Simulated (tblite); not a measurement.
Compound: C₂H₈NSSi (doublet state).
SMILES with atom numbers: `[CH3:1][C@H:2]([S:3])[SiH2:4][NH2:5]` (hydrogens: H6, H7, H8 on C1; H9 on C2; H10, H11 on Si4; H12, H13 on N5)

The geometry is computed with GFN2-xTB (gas phase). This method treats the open shell by occupation alone, without spin polarisation.

**Question.** What internal coordinates does the optimisation give?

**Answer.** 
| bond | length (pm) | order |
| --- | --- | --- |
| C1–C2 | 151.5 | single |
| C2–S3 | 177.6 | single |
| C2–Si4 | 193.5 | single |
| Si4–N5 | 171.4 | single |
| C1–H6, C1–H7, C1–H8 | 108.9 | single |
| C2–H9 | 109.1 | single |
| Si4–H10 | 146.3 | single |
| Si4–H11 | 146.6 | single |
| N5–H12, N5–H13 | 100.8 | single |

Bonds in one row agree within 1 pm and their mean is given. Orders are formal, as drawn. A selection of angles:
| angle | degrees |
| --- | --- |
| C2–C1–H6 | 110.6 |
| C2–C1–H8 | 110.1 |
| H6–C1–H7 | 108.3 |
| H6–C1–H8 | 108.7 |
| C1–C2–S3 | 113.1 |
| C1–C2–Si4 | 112.5 |
| C1–C2–H9 | 111.0 |
| S3–C2–Si4 | 104.8 |
| S3–C2–H9 | 107.5 |
| Si4–C2–H9 | 107.6 |
| C2–Si4–N5 | 104.3 |
| C2–Si4–H10 | 107.6 |
| C2–Si4–H11 | 106.7 |
| N5–Si4–H10 | 107.1 |
| N5–Si4–H11 | 118.4 |
| H10–Si4–H11 | 112.1 |
| Si4–N5–H12 | 119.8 |
| H12–N5–H13 | 110.5 |

Torsions: C1–C2–Si4–N5 60° (synclinal).

N5 (nitrogen bonded to Si and 2 H) has angles 119.8°, 118.8° and 110.5°, sum 349.1°, 0.23 Å off the plane of its three neighbours. Of the pairs four or more bonds apart, S3···H13 is among the closest relative to their van der Waals radii: 2.93 Å, 98 % of the sum of Bondi's values. Si4 (silicon bonded to C, N and 2 H) is distorted tetrahedral (angles from 104.3° to 118.4°).

Point group: C1 (no symmetry element, even within 0.4 Å). Its GFN2-xTB frequencies are all real (lowest 73 cm⁻¹). Torsions: C1–C2–Si4–N5 60°, C2–Si4–N5–H -174° and 45°.

One conformer stands for the species.
